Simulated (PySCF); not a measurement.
# Working out the electron affinity of I

I⁻ [Xe] (1S) → I [Kr] 4d10 5s2 5p5 (2P). All numbers are calculated (PySCF 2.14, a scalar-relativistic core potential, in aug-cc-pVQZ-PP with ECP28MDF (7s7p5d3f2g, 92 functions)). Frozen: 4s2 4p6 4d10. Energies in hartree (1 hartree = 27.21139 eV):

```csv
part,I⁻ (lower),I (upper)
UHF,-294.746848,-294.662494
MP2 opposite-spin,-0.129141,-0.103293
MP2 same-spin,-0.037969,-0.027272
```

Task: What does Hartree-Fock give?

Result: (-294.662494) − (-294.746848) = 0.084354 hartree = 2.295 eV.

Task: What do MP2 and SCS-MP2 (6/5 opposite-spin, 1/3 same-spin) give?

Result: The opposite-spin parts differ by 0.703 eV and the same-spin parts by 0.291 eV. MP2: 2.295 + (0.703) + (0.291) = 3.289 eV. SCS-MP2: 2.295 + 1.2 × (0.703) + (0.291)/3 = 3.236 eV.

Reference: 3.059 eV (measured; photodetachment measurements, as compiled on the Wikipedia data page of electron affinities), between the lowest levels; spin-orbit coupling is absent from the calculation.

What remains against the reference includes basis incompleteness, the frozen core and correlation beyond second order.
